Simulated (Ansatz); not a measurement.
Input and output for ClGe$_{2}$H$_{5}$ (`[Cl][GeH2][GeH3]`).

```yaml
crystal:
  periodic: [false, false, false]
  atoms:
    - {symbol: Cl, position_ang: [-2.334580, 1.256070, -0.168812]}
    - {symbol: Ge, position_ang: [-0.406287, 0.607762, -0.914672]}
    - {symbol: Ge, position_ang: [0.627055, -0.697493, 0.844548]}
    - {symbol: H, position_ang: [-0.691863, -0.198302, -2.191816]}
    - {symbol: H, position_ang: [0.367737, 1.888317, -1.266031]}
    - {symbol: H, position_ang: [0.794350, 0.181718, 2.090378]}
    - {symbol: H, position_ang: [2.004916, -1.196214, 0.379688]}
    - {symbol: H, position_ang: [-0.269027, -1.898959, 1.171015]}
basis:
  gaussian: {orbitals: def2-TZVP, final_grid: {core_spheres: 8, valence_spheres: 7, degree: 23}, nuclear_model: gaussian}
hamiltonian: {xc: {name: PBE-QIDH}}
scf: {lower_state_search: full}
```

```sh
$ ansatz run in.yaml --threads 4 --pin off --events-out ev --progress --plain --max-ram 10444MiB
```

Shortened log:

```
Functional definition: PBE-QIDH
1113 factors; integrals over basis functions are off by at most 1.0e-3 eV
mean field evaluation 1: about -125595.1128 eV, gradient 1.6e1 eV
mean field evaluation 2: about -125595.1936 eV, gradient 1.6e1 eV
mean field evaluation 4: about -125595.9026 eV, gradient 1.9e0 eV
mean field evaluation 8: about -125595.9126 eV, gradient 7.7e-2 eV
mean field evaluation 16: about -125595.9126 eV, gradient 2.9e-5 eV
mean field -125595.91260359 eV, -4615.5646562148 hartree, gradient 5.5e-6 eV, S^2 0.000000; 0 other end points of the search recorded, 0 dependent functions left out
23 core orbitals not correlated: weight in the atoms' cores, before any rotation towards them, 1.000 or more for the frozen orbitals, at most 0.000 for the correlated occupied ones
reference -125595.91261374 eV, -4615.5646565876 hartree; 20, 20 occupied and 120, 120 virtual orbitals, 1113 factors
second order -21.35739542 eV of doubles, -0.00000000 eV of singles
Total energy: -125603.03174554 eV, -4615.8262798560 hartree
```

Hardware: 4 threads of an Arm Neoverse V1 on a shared host. Wall time 2.4 s, peak host memory 0.36 GiB.
